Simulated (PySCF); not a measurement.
Co²⁺ (cobalt, charge +2): UHF calculation

Configuration: [Ar] 3d6 4p1, one real determinant (an excited configuration). Calculation: PySCF 2.14, in x2c-TZVPPall; the spin-free X2C one-electron Hamiltonian (Gaussian nucleus).

- Total energy: -1390.653677 hartree
- One-electron energy: -1900.3216 hartree
- Hartree (Coulomb) energy: 567.7533 hartree
- Exchange energy: -58.0854 hartree
- ⟨S²⟩: 8.7527
- ⟨L²⟩: 8.013
- Sum of ⟨r⟩: 16.74 bohr
- Sum of ⟨r²⟩: 21.90 bohr²
- Traceless quadrupole moment −½Σ⟨3z² − r²⟩ along its main axis: -3.21 e·bohr²
- Langevin diamagnetic susceptibility: -17.3 ×10⁻⁶ cm³/mol

```tsv
shell	electrons	mean orbital energy (hartree)	spread (hartree)	rms radius, mean of both spins (bohr)
1s α	1	-286.81875	0	0.0649
1s β	1	-286.81263	0	0.0649
2s α	1	-36.59606	0	0.276
2s β	1	-36.44835	0	0.276
2p α	3	-31.36501	0.04486	0.249
2p β	3	-31.21606	0.00519	0.249
3s α	1	-5.83812	0	0.825
3s β	1	-5.43880	0	0.825
3p α	3	-4.27569	0.08852	0.875
3p β	3	-3.79431	0.07836	0.875
3d α	5	-1.75744	0.09117	1.05
3d β	1	-1.53528	0	1.05
4p α	1	-0.75735	0	2.97
```

⟨L²⟩ = 8.01 against 12 for a pure F term, so this real determinant mixes terms.

Densities and radii are taken from the X2C orbitals without a picture-change correction, which distorts them close to the nucleus.

Spin-orbit constants ζ (cm⁻¹) from the X2C one-electron operator on these orbitals: bare nucleus, nucleus screened by l(l+1)(2l+1)/3 electrons, and screened by the Breit-Pauli mean field of the electrons.

| shell | bare | screened nucleus | mean field |
| --- | --- | --- | --- |
| 2p | 83420 | 77240 | 74400 |
| 3p | 10780 | 9979 | 9555 |
| 3d | 1051 | 661.5 | 600.0 |
| 4p | 746.5 | 691.2 | 657.7 |

To first order the Landé constant is A = -36.15 cm⁻¹, so the lowest level has J = 11/2 and lies 0.0336 eV below the centre of the term. This holds in LS coupling only.
